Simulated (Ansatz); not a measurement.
One change: `[NH2][Al]([NH2])[SiH2][SiH3]` becomes `[NH2][AlH][NH2]`.

Ansatz, PBE0-D4/def2-TZVP geometries, multiplicity 1. Each molecule was computed in one conformer, which needn't be the lowest.

```csv
property,`[NH2][Al]([NH2])[SiH2][SiH3]`
size of the dipole moment (ωB97M-V/def2-TZVPP) / D,1.93
size of the dipole moment (B3LYP/def2-TZVPP) / D,1.90
HOMO–LUMO gap (PBE/def2-TZVPP) / eV,4.43
HOMO–LUMO gap (B3LYP/def2-TZVPP) / eV,6.16
LUMO energy (PBE0/def2-TZVPP) / eV,-0.52
size of the dipole moment (PBE/def2-TZVPP) / D,1.94
```

Task: Give the same properties after the change, and the shifts. (Best estimate.)

Result: Computed: 
```
                                          property  `[NH2][AlH][NH2]`  shift
size of the dipole moment (ωB97M-V/def2-TZVPP) / D               1.23  -0.70
  size of the dipole moment (B3LYP/def2-TZVPP) / D               1.22  -0.68
               HOMO–LUMO gap (PBE/def2-TZVPP) / eV               5.22   0.79
             HOMO–LUMO gap (B3LYP/def2-TZVPP) / eV               6.85   0.69
                LUMO energy (PBE0/def2-TZVPP) / eV               0.48   1.00
    size of the dipole moment (PBE/def2-TZVPP) / D               1.29  -0.65
```

With PBE0 the HOMO rises by 0.14 eV and the LUMO rises by 1.00 eV, so the gap widens by about 0.86 eV. PBE moves the HOMO by 0.15 eV and ωB97M-V by 0.06 eV. The zero-point energy changes by -92.7 kJ/mol with -18 modes. Dipoles are sizes alone; their direction can turn.

B3LYP here is the variant with VWN-RPA as its local correlation; programs differ in this.
